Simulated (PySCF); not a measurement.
## Electronic absorption of C5H12Si2

Species: C₅H₁₂Si₂.
SMILES with atom numbers: `[CH3:1][CH:2]([CH3:3])[SiH2:4][C:5]#[C:6][SiH3:7]` (hydrogens: H8, H9, H10 on C1; H11 on C2; H12, H13, H14 on C3; H15, H16 on Si4; H17, H18, H19 on Si7)

Level of theory: TDDFT PBE0/def2-SVPD, vertical, gas phase, core orbitals frozen in the response in PySCF 2.14.0, density-fitted response routines. The structure is a single GFN2-xTB conformer in the gas phase; no vibrational or solvent corrections. Torsions of this conformer, `[CH3:1][CH:2]([CH3:3])[SiH2:4][C:5]#[C:6][SiH3:7]`: C1–C2–Si4–C5 61°.

**Question.** Predict the UV-vis stick spectrum at this level.

**Answer.** 

```tsv
state	E (eV)	E (hartree)	f	|μ| (D)	symmetry	main configurations (H = HOMO, L = LUMO)
S1	5.64	0.2074	0.0000	0.02	–	H-1→L (51%), H→L+1 (38%)
S2	5.87	0.2156	0.014	0.80	A′	H→L (49%), H-1→L+1 (42%)
S3	5.87	0.2157	0.0041	0.43	A″	H→L+1 (46%), H-1→L (45%)
S4	6.84	0.2513	0.274	3.25	A′	H-2→L (46%), H→L (36%), H-1→L+1 (14%)
S5	6.96	0.2556	0.0024	0.30	A″	H-2→L+1 (84%), H→L+1 (14%)
S6	7.23	0.2658	0.0038	0.37	A′	H→L+2 (93%)
S7	7.36	0.2703	0.0002	0.09	–	H-1→L+2 (95%)
S8	7.63	0.2802	0.281	3.12	A′	H→L+3 (36%), H-2→L (17%), H→L+5 (16%)
```

Triplets, Tamm–Dancoff:

| state | E (eV) | λ (nm) | main configurations (H = HOMO, L = LUMO) |
| --- | --- | --- | --- |
| T1 | 4.62 | 268.3 | H-1→L+1 (41%), H→L (36%), H-2→L (12%) |
| T2 | 5.05 | 245.7 | H-1→L+1 (50%), H→L (34%), H-2→L (9%) |
| T3 | 5.05 | 245.6 | H-1→L (48%), H→L+1 (34%), H-2→L+1 (11%) |

The lowest singlet comes at 220 nm (545 kJ/mol) in the ultraviolet; it is dark (f under 0.0005); its leading configuration is HOMO-1→LUMO (51%). The largest oscillator strength of a single state is 0.281. S2/S3 lie within about 0.01 eV of each other. Löwdin shares by element: HOMO carbon 62% or more, silicon 11% or more (atoms not listed hold the other 26%); LUMO carbon 50% or more, silicon 27% (atoms not listed hold the other 23%). Weighted by f, the mean energy of these states is 7.19 eV. The oscillator strengths of these states sum to 0.580; summed over the whole spectrum of an exact calculation they would give the number of electrons, 70 (Thomas–Reiche–Kuhn). The listed states span 1.98 eV, and the widest gap between neighbours is 0.97 eV (S3 to S4). No computed singlet lies in the visible range (380 to 750 nm); the lowest, at 220 nm, stands 2.38 eV above its violet end (3.26 eV). Symmetry labels in Cs follow from the direction of the transition dipole and are given only for states with f of 0.002 or more. Singlets were solved by full linear response, triplets in the Tamm–Dancoff approximation.
